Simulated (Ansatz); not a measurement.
Relaxation of Cl₃FH₂OTi (8 atoms, charge 0, multiplicity 1), to a largest force component of 0.03 eV/Å in at most 50 steps.

Level of theory: RKS PBE-D4/def2-SVP (Ansatz 0.2.0).

```xyz
8
Properties=species:S:1:pos:R:3
Ti 0.317 -0.430 -0.423
O -0.079 0.075 2.627
H -0.980 -0.265 2.787
Cl 1.981 0.085 -1.717
Cl -0.794 1.438 -0.164
Cl -0.996 -1.681 -1.615
F 1.012 -1.552 0.799
H 0.471 -0.746 2.683
```

Question: Where does it end, and by what steps?

Answer: The forces met the threshold. After 19 steps the energy has fallen by 0.571 eV; H3 moved furthest, 1.31 Å. Joined: Ti1–O2 (3.12 → 2.32 Å).

```
step  energy less start (eV)  largest force component (eV/Å)  accepted
   0                  0.0000                           0.676       yes
   1                 -0.0219                           0.929       yes
   2                 -0.0631                           1.003       yes
   3                 -0.1347                           1.747       yes
   4                 -0.2312                           1.787       yes
   5                 -0.3156                           1.195       yes
   6                 -0.3576                           0.680       yes
   7                 -0.3772                           0.325       yes
   8                 -0.3855                           0.210       yes
   9                 -0.3929                           0.071       yes
  10                 -0.3975                           0.195       yes
  11                 -0.4051                           0.425       yes
  12                 -0.4210                           0.534       yes
  13                 -0.4519                           0.623       yes
  14                 -0.5032                           0.407       yes
  15                 -0.5384                           0.504       yes
  16                 -0.5537                           0.359       yes
  17                 -0.5680                           0.172       yes
  18                 -0.5701                           0.067       yes
  19                 -0.5707                           0.026       yes
```

```xyz
8
Properties=species:S:1:pos:R:3
Ti 0.082 -0.635 -0.125
O 0.579 0.149 2.000
H -0.223 0.658 2.244
Cl 1.931 0.368 -0.734
Cl -1.703 0.668 0.253
Cl -0.572 -1.515 -2.028
F 0.282 -2.117 0.806
H 0.555 -0.652 2.562
```

Whether the end is a true minimum wasn't checked by a vibrational analysis.

The run took 42 s on 4 threads of Arm Neoverse V1, with other jobs on the host, peak memory 0.21 GiB.
